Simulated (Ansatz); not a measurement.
Z-matrix (Å, degrees):
```
C
C 1 1.331
H 1 1.085 2 122.2
H 1 1.086 2 121.5 3 -179.1
B 2 1.555 1 126.1 3 176.9
H 2 1.093 1 116.9 3 0.5
Se 5 1.957 2 124.7 1 26.0
O 5 1.359 2 121.6 1 -154.0
H 7 1.466 5 95.2 2 6.3
H 8 0.961 5 113.2 2 2.2
```

The species carries charge 0 and has multiplicity 1.

Question: List the B3LYP/def2-TZVPP orbital energies in eV (Ansatz). (An estimate is asked.)

Answer: Ansatz gave: Occupied: -12350.75, -1580.09, -1418.25, -1418.21, -1418.19, -521.25, -277.34, -276.85, -212.40, -184.81, -156.47, -156.34, -156.24, -57.24, -57.21, -57.12, -57.01, -57.01, -28.40, -21.25, -19.21, -16.29, -15.54, -13.30, -12.42, -10.81, -10.78, -10.44, -9.81, -8.36, -7.98, -6.75. Lowest empty: -1.50, 0.16, 0.54, 1.08, 1.83, 1.87, 2.45, 2.64.

B3LYP here is the variant with VWN-RPA as its local correlation; programs differ in this.
